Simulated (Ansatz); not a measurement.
Molecule: C$_{2}$H$_{2}$Cl$_{4}$, charge 0, multiplicity 1. 
Structure (B3LYP-D3(BJ)/def2-TZVP (Ansatz, a first-principles code) minimum search):
```
C
H 1 1.0846
C 1 1.5294 2 110.81
H 3 1.0846 1 110.81 2 180.00
Cl 3 1.7847 4 107.79 1 120.88
Cl 1 1.7847 2 107.79 3 -120.88
Cl 3 1.7847 4 107.79 1 -120.88
Cl 1 1.7847 2 107.79 3 120.88
```

Total electronic energies in hartree. Cores are frozen in the correlated levels unless marked. No spin-orbit coupling. Non-relativistic unless marked X2C. CBS marks a two-point X^-3 extrapolation of the correlation energy; Hartree-Fock from the larger set. The bracket is a focal-point correction in the basis named.

```
level                                                                 program  energy (Eh)
-------------------------------------------------------------  --------------  -----------
HF/aug-cc-pV(D+d)Z                                                     Ansatz  -1914.92078
BLYP-D4/def2-TZVPD                                             Ansatz + dftd4            …
PBE0/def2-SVP                                                          Ansatz  -1916.87246
PBE0/def2-TZVPD                                                        Ansatz  -1917.59869
BHLYP-D3(BJ)/def2-TZVPD                                        Ansatz + dftd3            …
CAM-B3LYP-D3(BJ)/def2-TZVPD                                    Ansatz + dftd3            …
CCSD/aug-cc-pV(D+d)Z                                                   Ansatz  -1915.87841
X2C-CCSD(T)/cc-pVTZ-DK                                                 Ansatz  -1921.85945
RI-MP2/CBS(cc-pV(T+d)Z,cc-pV(Q+d)Z)+[CCSD(T)-MP2]/cc-pV(T+d)Z          Ansatz   -1916.3945
```

**Question.** Some entries are withheld; supply them.

**Answer.** 
- BLYP-D4/def2-TZVPD, energy (Eh): -1918.26928
- BHLYP-D3(BJ)/def2-TZVPD, energy (Eh): -1918.25202
- CAM-B3LYP-D3(BJ)/def2-TZVPD, energy (Eh): -1918.31175
